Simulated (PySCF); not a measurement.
**SMILES C#CC=C=CC#C, C7H4**

Cartesian coordinates in Å; atom numbers follow the order of the lines, from 1:
```xyz
11

C     3.2016    0.3009   -0.6763
C     2.2490   -0.3163   -0.2487
C     1.1540   -1.0632    0.2738
C    -0.1076   -0.8327   -0.0201
C    -1.3715   -0.6178   -0.3158
C    -2.2279    0.2582    0.4116
C    -2.9815    0.9964    1.0100
H     4.0396    0.8530   -1.0592
H     1.3886   -1.8832    0.9678
H    -1.8040   -1.1433   -1.1795
H    -3.6420    1.6529    1.5454
```

Computed with TDDFT CAM-B3LYP/def2-TZVPD circular dichroism and optical rotation, one conformer, gas phase in PySCF. Geometry: PBE0-D3(BJ)/def2-SVP.

No stereocentre is labelled: unless the shape is locked (an allene, a helicene, a hindered biaryl), the mirror image is equally populated and a measured rotation or CD is zero.

Task: Give the optical rotatory dispersion at 633, 589.3, 546, 436, 405, 365, 355 nm.

Result: [α] in deg dm⁻¹ (g/mL)⁻¹:
```tsv
λ (nm)	origin-invariant length gauge	modified velocity gauge	length gauge (centre of mass)	isotropic polarisability (au)
633	-729.2	-725.8	-729.2	98.0
589.3	-863.2	-859.2	-863.2	98.9
546	-1038.5	-1033.7	-1038.4	100.0
436	-1866.6	-1858.3	-1866.4	104.9
405	-2305.8	-2295.7	-2305.5	107.3
365	-3181.5	-3167.9	-3180.8	112.0
355	-3488.1	-3473.3	-3487.3	113.5
```

Task: And for the mirror image at 589.3 nm?

Result: +863.2 deg dm⁻¹ (g/mL)⁻¹ (origin-invariant length gauge): the same size and the opposite sign.

Task: What is the molar rotation [Φ] = [α]·M/100 of the geometry above at 589.3 nm?

Result: With M = 88.11 g/mol, -760.6 deg cm² dmol⁻¹ (origin-invariant length gauge).

The first excitation lies at 4.96 eV (250 nm) with R = +3.0 × 10⁻⁴⁰ esu² cm² (velocity form).
